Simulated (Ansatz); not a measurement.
A CCSD(T) single point on C3BN3, SMILES `N#CB(C#N)C#N`.

```yaml
crystal:
  periodic: [false, false, false]
  atoms:
    - {symbol: N, position_ang: [1.190796, -2.122902, 1.122802]}
    - {symbol: C, position_ang: [0.680832, -1.211232, 0.635627]}
    - {symbol: B, position_ang: [0.008728, -0.009706, -0.006497]}
    - {symbol: C, position_ang: [-1.173281, -0.209255, -0.939633]}
    - {symbol: N, position_ang: [-2.070105, -0.360682, -1.647674]}
    - {symbol: C, position_ang: [0.518684, 1.391362, 0.284474]}
    - {symbol: N, position_ang: [0.905646, 2.454416, 0.505202]}
basis:
  gaussian: {orbitals: def2-SVP}
correlation: {method: ccsd_t}
```

```sh
$ ansatz run in.yaml --threads 2 --pin off --events-out ev --progress --plain
```

Output of Ansatz, abridged:

```
Functional definition: HF
1008 factors; integrals over basis functions are off by at most 7.0e-4 eV
mean field evaluation 1: about -8194.2811 eV, gradient 4.5e1 eV
mean field evaluation 2: about -8195.4215 eV, gradient 4.5e1 eV
mean field evaluation 4: about -8200.9033 eV, gradient 4.5e0 eV
mean field evaluation 8: about -8201.0191 eV, gradient 3.7e-1 eV
mean field -8201.02071066 eV, -301.3819522651 hartree, gradient 9.2e-6 eV, S^2 0.000000; 0 other end points of the search recorded, 0 dependent functions left out
7 core orbitals not correlated: weight in the atoms' cores, before any rotation towards them, 1.000 or more for the frozen orbitals, at most 0.000 for the correlated occupied ones
reference -8201.02071066 eV, -301.3819522651 hartree; 15, 15 occupied and 76, 76 virtual orbitals, 1008 factors
second order -24.33440962 eV of doubles, -0.00000000 eV of singles
cycle   1  -23.53039372 eV  change    8.0e-1 eV  update   1.5e-1
cycle   2  -24.43879645 eV  change   -9.1e-1 eV  update   4.6e-2
cycle   3  -24.63807476 eV  change   -2.0e-1 eV  update   2.1e-2
cycle   4  -24.64845024 eV  change   -1.0e-2 eV  update   7.1e-3
cycle   5  -24.66031557 eV  change   -1.2e-2 eV  update   2.8e-3
cycle   6  -24.66113989 eV  change   -8.2e-4 eV  update   6.3e-4
cycle   7  -24.66104036 eV  change    1.0e-4 eV  update   2.6e-4
cycle   8  -24.66117152 eV  change   -1.3e-4 eV  update   9.0e-5
cycle   9  -24.66117519 eV  change   -3.7e-6 eV  update   4.0e-5
cycle  10  -24.66113640 eV  change    3.9e-5 eV  update   1.5e-5
cycle  11  -24.66113115 eV  change    5.3e-6 eV  update   5.3e-6
perturbative correction -1.15369085 eV, -0.0423973566 hartree
Total energy: -8226.83553265 eV, -302.3306294754 hartree
```

Run time 9 s (2 threads of a server CPU on a shared host); peak host memory 0.42 GiB.

Correlation energy per correlated electron: -0.860 eV. T1 diagnostic: 0.0157.
